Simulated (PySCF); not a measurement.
A GIAO shielding run with PySCF 2.14 (density fitting, non-relativistic, gas phase) on `C#CC(=C=S)[SiH2]C(Cl)(Cl)Cl`, C5H3Cl3SSi:

```
$ OMP_NUM_THREADS=1 python probes_run.py task.json out

{"job": {"kind": "nmr", "xc": "PBE0", "basis": "pcSseg-1"}, "charge": 0, "multiplicity": 1}
C      3.257371    -0.662655    -0.584864
C      2.189172    -0.216874    -0.266955
C      0.923462     0.286954     0.102500
C      0.796108     1.402063     0.777636
S      0.595235     2.712683     1.577453
Si    -0.546742    -0.762464    -0.441540
C     -2.161736     0.097275     0.199883
Cl    -2.344722     1.716500    -0.501962
Cl    -3.555851    -0.887616    -0.285532
Cl    -2.157288     0.233064     1.968739
H      4.195275    -1.043655    -0.858065
H     -0.523588    -2.078904     0.192007
H     -0.671085    -0.795884    -1.897028
```

Hardware: 1 thread of an Arm Neoverse N1, shared host. The job also computes population analyses, field gradients.

(1) How large is the calculation?

(2) How long does it take, and how much memory does it need?

Answers

(1) 114 electrons, 220 basis functions and 1258 auxiliary functions.

(2) 99 s of wall time, with 14 SCF cycles and 5 response iterations; peak memory 1 GiB. Times on a shared host scatter by some tens of per cent.
